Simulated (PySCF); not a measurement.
# Bond length, frequency and bond energy of MgBi by level of theory

State: ⁴Σ⁻ (quartet), unpaired electrons σ ↑, π ↑↑. Set-up: PySCF, scalar-relativistic core potentials, basis sets Mg cc-pVDZ, Bi cc-pVDZ-PP with ECP60. De refers to Mg + Bi in their high-spin ground configurations, without counterpoise correction. The functionals are run spin-unrestricted. A positive dipole means Mg(−)Bi(+). Levels whose curve was spin-contaminated or gave no clean fit are not listed.

```
       Level  Re (Å)  ωe (cm⁻¹)  De (eV)  μ (D)
ROHF-CCSD(T)   3.052        140    0.134    n/a
         PBE   2.981        179     0.61  -0.63
        BLYP   3.027        164    0.460  -0.69
      r²SCAN   2.958        189     0.64  -0.94
        PBE0   2.959        183     0.54  -0.83
       B97-3   2.990        173     0.52  -0.83
   BHandHLYP   2.977        172    0.366  -0.99
   CAM-B3LYP   2.955        178    0.398  -0.95
```

Task: Which functional lies closest to ROHF-CCSD(T) in De, which farthest, and by how much do they differ from it?

Result: Closest is BHandHLYP (-7.5 pm in Re, +22.9 % in ωe, +0.23 eV in De against ROHF-CCSD(T) in the same basis), farthest r²SCAN (-9.4 pm in Re, +35.0 % in ωe, +0.51 eV in De). CCSD(T) converges more slowly with the basis than the functionals do and binds too weakly in this one, so the order can change at the basis-set limit.

Task: What does a quarter of exact exchange do here, going from PBE to PBE0?

Result: PBE0 less PBE: -2.2 pm in Re, +2.2 % in ωe, -0.07 eV in De. Exact exchange removes part of the self-interaction that spreads semilocal densities, and in most molecules shortens and stiffens the bond and lowers De; so it does here.

Correlated steps freeze 5 core orbitals. Correlated levels converge slowly with the basis: in double zeta they bind strong bonds too weakly, by up to about 1 eV, and carry superposition errors of some tenths. Spin–orbit coupling is left out, which matters for elements this heavy, above all for dissociation energies. The state is the lowest determinant that a PBE0 search found; another state may lie lower at other levels.
